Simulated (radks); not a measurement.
These are the eigenvalues of the occupied orbitals of an atom or ion with whole-number occupations (eV). Calculated with a radial shooting solver on a logarithmic mesh with Libxc functionals: Dirac Kohn-Sham, PBE, spin-unpolarised, spherical densities, finite nucleus; Fermi nuclear charge, rms radius of each element as measured or else 0.836 A^(1/3) + 0.57 fm.

orbital  eigenvalue
1s1/2     -69414.54
2s1/2     -12008.55
2p1/2     -11487.80
2p3/2     -10135.11
3s1/2     -2797.874
3p1/2     -2565.389
3p3/2     -2272.865
3d3/2     -1880.580
3d5/2     -1816.956
4s1/2     -610.5964
4p1/2     -514.0696
4p3/2     -446.3067
4d3/2     -287.5748
4d5/2     -275.0882
5s1/2     -120.1097
5p1/2      -90.9403
5p3/2      -80.5093
4f5/2      -76.4158
4f7/2      -74.1660
5d3/2      -41.1092
5d5/2      -39.9513
5f5/2      -13.5673
5f7/2      -13.5257

Which element is it, and in what charge state? The configuration may be excited. Open shells, if any, are shared by 2j + 1.

Answer. Z = 74, tungsten, charge +3: W3+ in [Xe] 4f14 5d1 5f2. The list shows which subshells hold electrons but not how many an open one holds; the 1s level, -2550.9 hartree, gives Z - s = 71.4 by -(Z - s)^2/2, which with screening and relativity narrows Z to a few neighbours, and the depths of the outer levels then fix element, charge and occupations together.
